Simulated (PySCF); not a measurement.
Match the calculated data to a structure.

All candidates are C7H9N.

- Dipole: 1.59 D [PBE0/pcSseg-1]
- 13C NMR: chemical shifts (computed TMS as zero) by class: 152.4 (1 C), 144.6 (1 C), 135.2 (1 C), 122.4 (1 C), 117.0 (1 C), 114.0 (1 C), 24.2 (1 C) ppm [GIAO PBE0/pcSseg-1]
- Rotational structure: rotational constants A, B, C: 3.688, 1.818, 1.228 GHz [GFN2-xTB]
- 1H NMR: chemical shifts (computed TMS as zero) by class: 7.31 (1 H), 6.68 (1 H), 6.56 (1 H), 6.51 (1 H), 3.33 (2 H), 2.38 (3 H) ppm [GIAO PBE0/pcSseg-1]
- NMR, other nuclei: isotropic shieldings of nuclei other than C and H, by class: 192 (1 N) ppm [GIAO PBE0/pcSseg-1]

The electronic properties come from PySCF, for the isolated species, density fitting. Levels stand in brackets. Geometry: GFN2-xTB; no solvent, vibrations or thermal averaging. NMR values are class means; diastereotopic atoms form classes of their own.

Question: Which candidate is it?
A. `Cc1cccc(N)c1`
B. `Cc1ccccc1N`
C. `CC(C)=C1C[C@@H]1C#N`
D. `CCc1ccncc1`
E. `C=C[C@H](C)/C=C/C#N`

Answer: A. It is `Cc1cccc(N)c1`. Numbering: `[CH3:1][c:2]1[cH:3][cH:4][cH:5][c:6]([NH2:7])[cH:8]1`. Its formula, C7H9N, gives 4 degrees of unsaturation: 1 ring and 3 π bonds in the structure found (Kekulé form). 7 carbons fall into 7 classes; from least to most shielded: aromatic carbon bearing nitrogen [C6] (152.4 ppm), substituted aromatic carbon [C2] (144.6 ppm), aromatic CH carbon [C4] (135.2 ppm), aromatic CH carbon [C3] (122.4 ppm), aromatic CH carbon [C8] (117.0 ppm), aromatic CH carbon [C5] (114.0 ppm), benzylic-type carbon [C1] (24.2 ppm). Hydrogen classes from least to most shielded: 1 H on an aromatic CH carbon, C4 (7.31 ppm), 1 H on an aromatic CH carbon, C3 (6.68 ppm), 1 H on an aromatic CH carbon, C8 (6.56 ppm), 1 H on an aromatic CH carbon, C5 (6.51 ppm), 2 H on an aniline-type nitrogen, N7 (3.33 ppm), 3 H on a benzylic-type carbon, C1 (2.38 ppm, a mean of values up to 0.5 ppm apart in this geometry). The other shieldings belong to: 192 ppm, aniline-type nitrogen [N7]. By its constants the optimised geometry is an asymmetric top.

The others, at the same levels:
- `CCc1ccncc1` fails: it has 5 carbon classes against 7; its computed 13C shifts are 159.8 (1 C), 156.1 (2 C), 127.9 (2 C), 34.8 (1 C), 22.1 (1 C) ppm, 1H shifts are 8.90 (2 H), 7.23 (2 H), 2.64 (2 H), 1.23 (3 H) ppm and rotational constant A is 4.776 GHz (against 3.688 GHz).
- `C=C[C@H](C)/C=C/C#N` fails: its computed 13C shifts are 168.6 (1 C), 148.7 (1 C), 122.5 (1 C), 122.2 (1 C), 103.9 (1 C), 52.3 (1 C), 23.6 (1 C) ppm, 1H shifts are 6.74 (1 H), 5.92 (1 H), 5.47 (1 H), 5.38 (1 H), 5.34 (1 H), 2.78 (1 H), 1.21 (3 H) ppm and rotational constant A is 4.099 GHz (against 3.688 GHz).
- `CC(C)=C1C[C@@H]1C#N` fails: its computed 13C shifts are 135.9 (1 C), 124.9 (1 C), 119.3 (1 C), 25.3 (1 C), 25.0 (1 C), 13.9 (1 C), 2.1 (1 C) ppm, 1H shifts are 2.08 (3 H), 2.01 (3 H), 1.79 (1 H), 1.61 (1 H), 1.59 (1 H) ppm and smallest rotational constant is 1.085 GHz (against 1.228 GHz).
- `Cc1ccccc1N` fails: its computed 13C shifts are 150.2 (1 C), 135.9 (1 C), 133.0 (1 C), 123.8 (1 C), 122.5 (1 C), 117.3 (1 C), 20.1 (1 C) ppm, 1H shifts are 7.34 (1 H), 7.33 (1 H), 6.87 (1 H), 6.74 (1 H), 3.31 (2 H), 2.20 (3 H) ppm and rotational constant A is 3.259 GHz (against 3.688 GHz).

Each candidate is one conformer, not necessarily the lowest. The conformers computed, where there is a choice (atom-mapped SMILES and torsion angles):
- `[CH3:1][c:2]1[cH:3][cH:4][cH:5][c:6]([NH2:7])[cH:8]1`: H–N7–C6–C5 -22°, H–N7–C6–C5 -161°
- `[CH3:1][CH2:2][c:3]1[cH:4][cH:5][n:6][cH:7][cH:8]1`: C1–C2–C3–C4 89°
- `[CH2:1]=[CH:2][C@H:3]([CH3:4])/[CH:5]=[CH:6]/[C:7]#[N:8]`: C1–C2–C3–C4 -122°, C2–C3–C5–C6 -116°
- `[CH3:1][c:2]1[cH:3][cH:4][cH:5][cH:6][c:7]1[NH2:8]`: H–N8–C7–C6 155°, H–N8–C7–C6 19°
